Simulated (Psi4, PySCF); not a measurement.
PySCF was given this input:
```python
from pyscf import gto, scf, mp

mol = gto.M(
    atom='''
Al    0.16582743    0.13326291    0.00530415
C    -1.49424149   -1.15936547   -0.06057599
H    -1.15408154   -1.98388762   -0.70042866
H    -2.28282133   -0.52474443   -0.48523813
H    -1.63358931   -1.45251016    0.98807008
F    -0.15547099    1.61363510   -0.57832043
F     1.47549151   -0.59308873    0.63299806
''',
    basis='sto-3g',
    charge=1,
    spin=1,
    verbose=4,
)

mf = scf.UHF(mol)
mf.kernel()

pt = mp.MP2(mf, frozen=8)
pt.kernel()
print('E(MP2) = %.10f' % pt.e_tot)
```

Task: Write the same job for Psi4.

Result: Several could match; the one computed here: 
```
memory 2 GB

molecule {
1 2
  Al    0.16582743    0.13326291    0.00530415
  C    -1.49424149   -1.15936547   -0.06057599
  H    -1.15408154   -1.98388762   -0.70042866
  H    -2.28282133   -0.52474443   -0.48523813
  H    -1.63358931   -1.45251016    0.98807008
  F    -0.15547099    1.61363510   -0.57832043
  F     1.47549151   -0.59308873    0.63299806
}

set basis sto-3g
set reference uhf
set freeze_core true
set mp2_type conv
set scf_type pk
set puream true
set d_convergence 1e-8

energy('mp2')
print_variables()
```

Both were run: PySCF gave -474.188800 Eh and Psi4 -474.188800 Eh, 0.000 mEh apart.
